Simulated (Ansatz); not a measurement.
C₉H₁₂, charge -1, doublet (typed; the unrestricted solution is spin-contaminated), at a GFN2-xTB geometry (a state made from the parent by changing its charge; the spin is typed, not shown lowest) (a gas-phase anion, which may not be bound at this level); MP2/STO-3G (Ansatz, a first-principles code).

The Ansatz input:
Ansatz 0.2 input:
```yaml
crystal:
  periodic: [false, false, false]
  atoms:
    - {symbol: C, position_ang: [-2.45427749, -1.56754393, -0.15194683]}
    - {symbol: C, position_ang: [-1.20774332, -0.73942144, -0.07341532]}
    - {symbol: C, position_ang: [-1.23090127, 0.64089896, -0.09373912]}
    - {symbol: C, position_ang: [-0.08780198, 1.41659103, -0.02166085]}
    - {symbol: C, position_ang: [-0.12680279, 2.91405995, -0.04444932]}
    - {symbol: C, position_ang: [1.19653239, 0.73481922, 0.08056662]}
    - {symbol: C, position_ang: [1.24106867, -0.64498214, 0.10184989]}
    - {symbol: C, position_ang: [2.57846463, -1.34631524, 0.18269051]}
    - {symbol: C, position_ang: [0.08551732, -1.40339141, 0.02991248]}
    - {symbol: H, position_ang: [-2.57836558, -2.20685123, 0.73451687]}
    - {symbol: H, position_ang: [-3.33947041, -0.93259028, -0.23094101]}
    - {symbol: H, position_ang: [-2.44509783, -2.24009216, -1.02213488]}
    - {symbol: H, position_ang: [-2.19726837, 1.14484451, -0.17013219]}
    - {symbol: H, position_ang: [0.31414126, 3.35064020, 0.86412633]}
    - {symbol: H, position_ang: [-1.15463578, 3.27536327, -0.12174359]}
    - {symbol: H, position_ang: [0.43810250, 3.32739609, -0.89336927]}
    - {symbol: H, position_ang: [2.10389440, 1.32685493, 0.13875524]}
    - {symbol: H, position_ang: [3.33734414, -0.69472376, 0.61884649]}
    - {symbol: H, position_ang: [2.51042234, -2.25200007, 0.78854250]}
    - {symbol: H, position_ang: [2.92255665, -1.63995003, -0.81397650]}
    - {symbol: H, position_ang: [0.12404001, -2.48718168, 0.04866189]}
basis:
  gaussian:
    orbitals: STO-3G
total_charge: -1
magnetization: {spin_polarized: true, initial_magnetization: 1}
correlation: {method: mp2}
```

Output, abridged:

```
Functional definition: HF
808 factors; integrals over basis functions are off by at most 4.9e-5 eV
mean field evaluation 1: about -9342.1747 eV, gradient 1.6e1 eV
mean field evaluation 2: about -9342.7163 eV, gradient 1.6e1 eV
mean field evaluation 4: about -9345.0185 eV, gradient 2.3e0 eV
mean field evaluation 8: about -9345.1735 eV, gradient 1.5e-1 eV
mean field evaluation 16: about -9344.8362 eV, gradient 2.0e0 eV
mean field -9345.17433652 eV, -343.4288224803 hartree, gradient 2.9e-6 eV, S^2 0.915534; 2 other end points of the search recorded, 0 dependent functions left out
9 core orbitals not correlated
reference -9345.17433652 eV, -343.4288224803 hartree; 25, 24 occupied and 23, 24 virtual orbitals, 808 factors
second order -12.66894318 eV of doubles, -0.00000000 eV of singles
Total energy: -9357.84327970 eV, -343.8943975549 hartree
```
